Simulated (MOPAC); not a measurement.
Job for MOPAC: AM1 on ammonia borane (SMILES [BH3-][NH3+]), a point of a bond scan (R = 1.450 Å).

```
AM1 1SCF PRECISE CHARGE=0 THREADS=1
BH6N

B     -0.92028643 1     0.13156152 1    -0.01951483 1
N      0.72087107 1    -0.10305367 1     0.01528619 1
H     -1.40552041 1    -0.77263273 1    -1.04371079 1
H     -1.06228529 1     1.29862046 1    -0.29795625 1
H     -1.29883588 1    -0.14977972 1     1.09281033 1
H      0.94520012 1    -1.06717851 1     0.24390556 1
H      1.15844162 1     0.49379687 1     0.71129516 1
H      1.13746216 1     0.11004268 1    -0.88647256 1
```

The log:

```
*******************************************************************************
 **                                                                           **
 **                              MOPAC v23.2.5                                **
 **                                                                           **
 *******************************************************************************
 ** MOPAC's Digital Object Identifier: https://doi.org/10.5281/zenodo.6511958 **
 **                                                                           **
 ** Please cite the open-source release paper for use of this MOPAC version:  **
 ** J. E. Moussa and J. J. P. Stewart (2026)                                  **
 ** MOPAC: An open-source semiempirical molecular orbital program             **
 ** J. Open Source Softw., 11(119), 8025, https://doi.org/10.21105/joss.08025 **
 *******************************************************************************

                              AM1 CALCULATION RESULTS

 *******************************************************************************
 *  AM1        - The AM1 Hamiltonian to be used
 *
 *
 *
 *                 CHARGE ON SYSTEM = 0
 *
 *
 *
 *  PRECISE    - TIGHTER CRITERIA TO BE USED
 *  1SCF       - DO 1 SCF AND THEN STOP
 *  THREADS=1  - MULTI-THREADING NOT USED
 *  T=         - A TIME OF 172800.0 SECONDS REQUESTED
 *  DUMP=N     - RESTART FILE WRITTEN EVERY 7200.0 SECONDS REQUESTED
 *******************************************************************************
AM1 1SCF PRECISE CHARGE=0 THREADS=1
 BH6N

   ATOM   CHEMICAL          X               Y               Z
  NUMBER   SYMBOL      (ANGSTROMS)     (ANGSTROMS)     (ANGSTROMS)

     1       B         -0.92028643  *   0.13156152  *  -0.01951483  *
     2       N          0.72087107  *  -0.10305367  *   0.01528619  *
     3       H         -1.40552041  *  -0.77263273  *  -1.04371079  *
     4       H         -1.06228529  *   1.29862046  *  -0.29795625  *
     5       H         -1.29883588  *  -0.14977972  *   1.09281033  *
     6       H          0.94520012  *  -1.06717851  *   0.24390556  *
     7       H          1.15844162  *   0.49379687  *   0.71129516  *
     8       H          1.13746216  *   0.11004268  *  -0.88647256  *



          CARTESIAN COORDINATES

    NO.       ATOM           X           Y           Z

     1         B         -0.9203      0.1316     -0.0195
     2         N          0.7209     -0.1031      0.0153
     3         H         -1.4055     -0.7726     -1.0437
     4         H         -1.0623      1.2986     -0.2980
     5         H         -1.2988     -0.1498      1.0928
     6         H          0.9452     -1.0672      0.2439
     7         H          1.1584      0.4938      0.7113
     8         H          1.1375      0.1100     -0.8865

  H: (AM1): M.J.S. DEWAR ET AL, J. AM. CHEM. SOC. 107 3902-3909 (1985)
  B: (AM1): M.J.S. DEWAR ET AL, ORGANOMETALLICS, 7, 513-521 (1988)
  N: (AM1): M.J.S. DEWAR ET AL, J. AM. CHEM. SOC. 107 3902-3909 (1985)

           Empirical Formula: H6 N B  =     8 atoms



      MOLECULAR POINT GROUP   :   Cs


      RHF CALCULATION, NO. OF DOUBLY OCCUPIED LEVELS = 7


 -------------------------------------------------------------------------------
 AM1 1SCF PRECISE CHARGE=0 THREADS=1
 BH6N



     1SCF WAS SPECIFIED, SO BFGS WAS NOT USED
     SCF FIELD WAS ACHIEVED


                              AM1 CALCULATION
                                                       MOPAC v23.2.5 Linux




          FINAL HEAT OF FORMATION =          0.46671 KCAL/MOL =       1.95273 KJ/MOL


          COSMO AREA              =         79.35 SQUARE ANGSTROMS
          COSMO VOLUME            =         60.04 CUBIC ANGSTROMS

          IONIZATION POTENTIAL    =          9.340849 EV
          HOMO LUMO ENERGIES (EV) =         -9.341  1.958
          NO. OF FILLED LEVELS    =          7
          MOLECULAR WEIGHT        =         30.8641         POINT GROUP:  Cs

          MOLECULAR DIMENSIONS (Angstroms)

            Atom       Atom       Distance
            H     7    H     3     3.35526
            H     8    H     5     3.01096
            H     6    H     4     2.90814


          SCF CALCULATIONS        =          1





   ATOM   CHEMICAL          X               Y               Z
  NUMBER   SYMBOL      (ANGSTROMS)     (ANGSTROMS)     (ANGSTROMS)

     1       B         -0.92028643  *   0.13156152  *  -0.01951483  *
     2       N          0.72087107  *  -0.10305367  *   0.01528619  *
     3       H         -1.40552041  *  -0.77263273  *  -1.04371079  *
     4       H         -1.06228529  *   1.29862046  *  -0.29795625  *
     5       H         -1.29883588  *  -0.14977972  *   1.09281033  *
     6       H          0.94520012  *  -1.06717851  *   0.24390556  *
     7       H          1.15844162  *   0.49379687  *   0.71129516  *
     8       H          1.13746216  *   0.11004268  *  -0.88647256  *

                             CARTESIAN COORDINATES

   1    B       -0.920286430     0.131561520    -0.019514830
   2    N        0.720871070    -0.103053670     0.015286190
   3    H       -1.405520410    -0.772632730    -1.043710790
   4    H       -1.062285290     1.298620460    -0.297956250
   5    H       -1.298835880    -0.149779720     1.092810330
   6    H        0.945200120    -1.067178510     0.243905560
   7    H        1.158441620     0.493796870     0.711295160
   8    H        1.137462160     0.110042680    -0.886472560


           Empirical Formula: H6 N B  =     8 atoms



      MOLECULAR POINT GROUP   :   Cs


                  EIGENVALUES
 -35.73457 -20.56455 -18.08499 -18.06557 -13.45074 -10.10429  -9.34085   1.95834
   3.61962   3.90253   3.90892   5.57726   6.38172   6.84598


              NET ATOMIC CHARGES AND DIPOLE CONTRIBUTIONS

  ATOM NO.   TYPE          CHARGE      No. of ELECS.   s-Pop       p-Pop
    1          B          -0.036982        3.0370     1.22562     1.81136
    2          N          -0.146942        5.1469     1.48571     3.66123
    3          H          -0.154093        1.1541     1.15409
    4          H          -0.108139        1.1081     1.10814
    5          H          -0.108139        1.1081     1.10814
    6          H           0.185501        0.8145     0.81450
    7          H           0.183293        0.8167     0.81671
    8          H           0.185501        0.8145     0.81450
 DIPOLE           X         Y         Z       TOTAL
 POINT-CHG.     4.797    -0.394     0.406     4.830
 HYBRID         0.950    -0.120     0.036     0.958
 SUM            5.747    -0.514     0.442     5.787


          ATOMIC ORBITAL ELECTRON POPULATIONS

     Atom    s        px        py        pz
    1  B   1.22562   0.39284   0.70839   0.71013
    2  N   1.48571   1.39975   1.13376   1.12773
    3  H   1.15409
    4  H   1.10814
    5  H   1.10814
    6  H   0.81450
    7  H   0.81671
    8  H   0.81450

 **********************
 *                    *
 * JOB ENDED NORMALLY *
 *                    *
 **********************




 == MOPAC DONE ==
```

The run finished.

Cost: roughly 0.020 core-seconds.
